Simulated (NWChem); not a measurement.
Species: SiH₂S, singlet; SMILES [SiH]S

```xyz
4

Si     0.0959     1.1547     0.0000
H     -1.4327     1.2525     0.0000
S     -0.0589    -0.9693     0.0000
H      1.2664    -1.2459     0.0000
```
Atoms are numbered in this order, from 1.

Computed with NWChem. Pople sets run with spherical d functions. Low-valent species are run as closed-shell singlets; no triplet was tried in these runs. Coordinates come from a PBE0/def2-SVP optimisation. GIAO values for the isolated, static molecule; σ is the absolute isotropic shielding, δ = σ(reference) − σ with the isolated reference molecule computed at the same levels (1H: tetramethylsilane, 29Si: tetramethylsilane).

For level B3LYP/6-31G*:

```
Quantity     Value
-----------  -----
δ Si1 (ppm)  468.3
σ S3 (ppm)   203.6
δ H4 (ppm)    5.63
```

Question: What are these values for level PBE/pcSseg-1?

Answer: δ Si1 (ppm): 492.2
σ S3 (ppm): 129.2
δ H4 (ppm): 6.74
